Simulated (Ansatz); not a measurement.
C4H4ClF, SMILES Cl/C=C\C(F)=C.

The structure is a stationary point at B3LYP-D3(BJ)/def2-SVP. The structure was generated by enumeration; whether it is a known compound was not checked. One conformer was computed; it need not be the lowest.

Two levels are set side by side: PBE/def2-SVPD (Ansatz, a first-principles code) and CAM-B3LYP/def2-SVPD (Ansatz). Energy differences of separate SCF runs at the same geometry; the states with an electron removed or added have multiplicity 2 and 2. Differences are taken from unrounded values.

| quantity | CAM-B3LYP |
|---|---|
| vertical ionisation energy (eV) | 9.03 |
| vertical singlet–triplet gap (eV) | 3.09 |

Problem. What does PBE give, and how far is it from CAM-B3LYP? (The exact figures need the calculation; the answer reports its results.)

Solution. 
```json
[
 {"quantity": "vertical ionisation energy (eV)", "PBE": "8.76", "PBE minus CAM-B3LYP": "-0.27"},
 {"quantity": "vertical singlet–triplet gap (eV)", "PBE": "2.97", "PBE minus CAM-B3LYP": "-0.12"}
]
```
